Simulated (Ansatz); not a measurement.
The cluster NiPt₂, relaxed as a quintet with UKS PBE0-D4/def2-TZVP in Ansatz, starting from the PBE0-D4/def2-TZVP geometry of the neutral singlet. Force threshold 0.02 eV/Å.

In the def2 sets Pt takes a core potential; there is no spin–orbit coupling. At PBE0-D4/def2-TZVP a triplet of charge 0 lies 0.40 eV below the quintet, each at its own geometry. The structure comes from a short search, and lower isomers may exist.

Start:

```xyz
3

Pt    1.123    0.801   -0.209
Pt   -0.347   -0.567    1.227
Ni   -0.776   -0.234   -1.017
```

Q: Estimate the energy that the relaxation releases and the steps that it takes.

A: 2.3 kJ/mol, in 5 steps; 55 s on 2 threads of Intel Xeon Platinum 8259CL on a shared host. The force fell under the threshold at step 4, but the optimiser went on. No frequencies were taken in this run, so the end may be a saddle point.

Q: Does the start keep its bonding and symmetry?

A: By distances, no bond broke or formed. The bond that changes most is Pt2–Ni3, from 2.31 to 2.36 Å (atoms count from 1). Point group C2v at the start, Cs at the end, both within 0.05 Å.

Q: Predict the relaxed structure.

A: 
Cartesian coordinates in Å:
```
Pt 1.133 0.808 -0.212
Pt -0.349 -0.575 1.253
Ni -0.785 -0.234 -1.040
```
Bond lengths (bridged metal pairs left out): 2 × Ni–Pt 2.33 to 2.36 Å; 1 × Pt–Pt 2.50 Å.
